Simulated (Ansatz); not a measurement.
The cluster Mn₂Cu₃⁻, relaxed as a multiplicity 9 with UKS PBE0-D4/def2-SVPD in Ansatz, starting from the GFN2-xTB geometry. Force threshold 0.02 eV/Å.

The charge -1 multiplicity 9 is spin-contaminated (final ⟨S²⟩ up to 21.79, 20.00 for a pure state). The highest occupied level of the charge -1 multiplicity 9 lies above zero (up to 0.09 eV). The electron is either unbound and held by the finite basis, or the level is raised by self-interaction error. The structure comes from a short search, and lower isomers may exist.

Start:

Cartesian coordinates in Å:
```
Cu -0.380 -0.991 1.791
Cu 0.342 -0.515 -2.001
Cu -0.305 2.611 0.295
Mn -0.879 0.437 -0.117
Mn 1.222 -1.543 0.033
```

| step | energy (eV) | largest force component (eV/Å) | SCF passes |
| --- | --- | --- | --- |
| 1 | -196505.4394 | 0.762 | 78 |
| 2 | -196505.5300 | 0.412 | 61 |
| 3 (rejected) | -196505.4819 | 0.972 | 48 |
| 4 | -196505.6060 | 0.122 | 52 |
| 5 | -196505.6255 | 0.094 | 47 |
| 6 | -196505.6488 | 0.109 | 51 |
| 7 | -196505.6712 | 0.157 | 48 |
| 8 | -196505.6953 | 0.083 | 49 |
| 9 | -196505.7076 | 0.063 | 47 |
| 10 | -196505.7108 | 0.027 | 37 |
| 11 | -196505.7122 | 0.048 | 46 |
| 13 | -196505.7155 | 0.013 | 42 |
| 15 | -196505.7168 | 0.026 | 39 |
| 17 | -196505.7637 | 0.195 | 43 |
| 19 | -196506.0480 | 0.366 | 44 |
| 21 | -196506.3287 | 0.381 | 45 |
| 23 | -196506.4831 | 0.115 | 51 |
| 25 | -196506.5306 | 0.253 | 50 |
| 27 | -196506.7086 | 0.318 | 45 |
| 29 | -196506.9631 | 0.096 | 45 |
| 31 | -196506.9724 | 0.033 | 40 |
| 32 | -196506.9730 | 0.007 | 43 |

Force components are those of the run's own axes.

End:

```xyz
5

Cu   -0.679   -0.453    1.095
Cu   -0.518   -0.287   -1.229
Cu   -1.212    1.654    0.035
Mn    1.300    1.002    0.158
Mn    1.109   -1.917   -0.058
```

Bonds formed: Cu1–Cu2, Cu1–Cu3, Cu2–Cu3 (atoms count from 1).

The force fell under the threshold at step 13, but the optimiser went on and released 1.258 eV more. No frequencies were taken in this run, so the end may be a saddle point.

Run time 7.1 min (4 threads of Arm Neoverse V1 on a shared host), peak host memory 1.3 GiB.
